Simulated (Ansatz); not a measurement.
Species: sum formula H$_{9}$Si$_{4}$O$_{3}$Cl (charge 0, singlet). 
Structure (B3LYP-D3(BJ)/def2-TZVP (Ansatz, a program for electronic structure) minimum search):
```
Si
O 1 1.6088
O 1 1.6089 2 110.09
O 1 1.6090 2 110.08 3 121.59
Si 2 1.6462 1 145.55 3 165.42
Si 4 1.6463 1 145.38 2 164.23
Si 3 1.6464 1 145.31 2 -75.03
H 5 1.4768 2 107.54 1 168.02
H 6 1.4768 4 107.55 1 166.11
H 7 1.4768 3 107.55 1 165.46
H 7 1.4784 10 110.05 3 -119.32
H 6 1.4784 9 110.04 4 -119.32
H 5 1.4784 8 110.06 2 -119.36
H 7 1.4797 10 110.02 11 -120.94
H 5 1.4797 8 110.02 13 -120.94
H 6 1.4797 9 110.03 12 -120.94
Cl 1 2.0622 2 108.85 5 46.21
```

Total electronic energies in hartree. Valence correlation only, unless marked. Spin-orbit coupling is left out. Non-relativistic. CBS(X,Y): correlation extrapolated as X^-3; Hartree-Fock from the larger set. The bracket is a focal-point correction in the basis named.

```tsv
level	program	energy (Eh)
HF/aug-cc-pV(T+d)Z	Ansatz	-1845.62644
RI-HF/cc-pV(Q+d)Z	Ansatz	-1845.65868
PBE/def2-TZVPD	Ansatz	-1848.68537
PBE-D3(BJ)/def2-TZVPD	Ansatz + dftd3	-1848.70368
BLYP-D4/def2-TZVPD	Ansatz + dftd4	-1849.71841
revPBE/def2-TZVPD	Ansatz	-1849.30775
B3LYP-D3(BJ)/def2-TZVPD	Ansatz + dftd3	-1849.88563
r2SCANh-D4/def2-TZVPD	Ansatz + dftd4	-1849.48956
r2SCAN0/def2-TZVPD	Ansatz	-1849.45656
HSE06/def2-TZVPD	Ansatz	-1848.80783
CAM-B3LYP-D3(BJ)/def2-TZVPD	Ansatz + dftd3	-1849.74444
wB97X/def2-TZVPD	Ansatz	-1849.67482
RPA@PBE/cc-pV(T+d)Z	Ansatz	___
MP2/STO-3G	Ansatz	-1824.24987
RI-MP2/aug-cc-pV(T+d)Z	Ansatz	-1847.02557
RI-MP2/cc-pV(T+d)Z	Ansatz	-1846.98730
RI-MP2/CBS(aug-cc-pV(T+d)Z,aug-cc-pV(Q+d)Z)	Ansatz	-1847.2288
SCS-MP2/6-31G*	Ansatz	-1846.26381
SCS-MP2/aug-cc-pV(D+d)Z	Ansatz	-1846.60315
CCSD(T)/6-31G	Ansatz	-1845.61904
CCSD(T)/cc-pV(D+d)Z	Ansatz	-1846.61546
CCSD(T)/cc-pwCVTZ	Ansatz	-1847.14746
RI-MP2/CBS(aug-cc-pV(T+d)Z,aug-cc-pV(Q+d)Z)+[CCSD(T)-MP2]/aug-cc-pV(T+d)Z	Ansatz	-1847.3606
```

Task: Some entries are withheld; supply them.

Result: 
- RPA@PBE/cc-pV(T+d)Z, energy (Eh): -1847.80472
